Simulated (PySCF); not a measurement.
**Excitation energy of C by level of theory**

C [He] 2s2 2p2 (3P) → C [He] 2s2 2p1 3s1 (3P), as a difference of total energies. Calculation: PySCF 2.14, in aug-cc-pVDZ; no relativity, point nucleus. Correlated levels: valence: 1s2 frozen. The calculations carry no spin-orbit coupling.

```tsv
method	excitation energy (eV)	error (eV)
UHF	7.707	+0.225
MP2 (valence)	7.847	+0.365
SCS-MP2 (valence)	7.766	+0.284
CCSD (valence)	7.658	+0.176
CCSD(T) (valence)	7.652	+0.170
CCSDT (valence)	7.642	+0.160
FCI (valence)	7.642	+0.160
```

Reference: 7.482 eV (measured; NIST levels, between the centres of gravity of the two terms).

Errors of the correlated levels include the incompleteness of this basis and the frozen core.

The promoted electron is Rydberg-like, and one or two diffuse shells describe it only roughly, which tends to raise the upper state.
